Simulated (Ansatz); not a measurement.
`FC/C=N\[SiH3]` + `C[AsH]C` → `C[As](C)[SiH3]` + `N=CCF`  (ligand exchange at the Si–N bond)

Computed with Ansatz on PBE0-D4/def2-TZVP structures; ΔE is electronic, products minus reactants. CCSD(T)/CBS is the MP2 limit (def2-TZVPP, def2-QZVPP) plus CCSD(T) − MP2 in def2-TZVPP, frozen cores. Functionals use def2-TZVPP. For As outer-core shells are correlated without core-valence functions, which leaves a few kJ/mol of doubt a bond. Scalar relativity is left out up to krypton. One conformer a species, not always the lowest.

```json
{"level": "PBE0-D4", "ΔE (kJ/mol)": "-10.1"}
{"level": "ωB97X-V", "ΔE (kJ/mol)": "0.1"}
{"level": "MP2/def2-TZVPP", "ΔE (kJ/mol)": "-1.4"}
{"level": "CCSD(T)/def2-TZVPP", "ΔE (kJ/mol)": "-3.1"}
{"level": "HF/def2-QZVPP", "ΔE (kJ/mol)": "16.5"}
{"level": "SCS-MP2/def2-QZVPP", "ΔE (kJ/mol)": "3.0"}
{"level": "MP2/CBS(def2)", "ΔE (kJ/mol)": "-2.5"}
{"level": "CCSD/CBS(def2)", "ΔE (kJ/mol)": "-1.7"}
```

(1) What does CCSD(T)/CBS give? (Estimate.)

Largest T1 diagnostic among the species: 0.013.

Results:

(1) Computed: -4.1 kJ/mol. The listed levels differ from it by -6.0, 4.2, 2.7, 1.0, 20.6, 7.1, 1.6, 2.4 kJ/mol.

In def2-TZVPP, CCSD(T) changes the Hartree–Fock value by −18.1 kJ/mol (the triples alone add −2.4 kJ/mol) and MP2 by −16.5 kJ/mol. The D4 term adds −3.1 kJ/mol with B3LYP and −1.8 kJ/mol with PBE0; it sums over pairs of atoms, weighted by their polarisabilities, and B3LYP, whose exchange is more repulsive, gets the larger term.

B3LYP here is the variant with VWN-RPA as its local correlation; programs differ in this.
